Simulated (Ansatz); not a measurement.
The same path of BrH + H4O3Si (10 atoms, charge 0, multiplicity 1) was run twice with different band settings. Lost on the way: Si1–H2, H6–Br7. Made: Si1–Br7, H2–H6.

These are results of Ansatz 0.2.0, RKS LDA/def2-SVP, not measurements.

Relaxed end points:

```xyz
10
Properties=species:S:1:pos:R:3
Si -0.244 0.383 -0.301
H 0.932 0.945 0.477
O -0.049 -1.235 -0.511
O -1.513 0.864 0.619
O -0.378 1.028 -1.808
H 1.495 -0.116 1.430
Br 1.801 -1.374 2.134
H 0.363 -1.718 0.243
H -2.401 0.754 0.232
H -0.005 0.469 -2.515
```

```xyz
10
Properties=species:S:1:pos:R:3
Si -0.531 -0.412 0.113
H 1.974 1.599 0.255
O -0.645 -1.698 -0.905
O -1.944 0.119 0.748
O 0.111 0.821 -0.768
H 2.691 1.831 0.474
Br 0.701 -1.008 1.840
H -0.680 -2.578 -0.488
H -2.413 0.774 0.197
H 0.737 0.553 -1.467
```

Common settings: spring 5.0 eV/Å²; optimiser quadratic models (default); start path through a guess of the saddle point; force threshold 0.05 eV/Å; iteration limit 60; end points relaxed.

| run | movable images | climbing image |
| --- | --- | --- |
| 1 | 5 | yes |
| 2 | 6 | no |

What does each run give, and how far can it be trusted?

Run 1: converged after 15 iterations, highest image 0.815 eV above the first end. A vibrational analysis at the climbing image gives one clearly imaginary mode, 471i cm⁻¹: a first-order saddle point.
Run 2: converged after 12 iterations, highest image 0.669 eV above the first end. No image climbed, so the highest image needn't sit at the top of the path.
The orbitals stay closed-shell, which can raise the energy where a bond breaks towards radicals; this wasn't checked here.
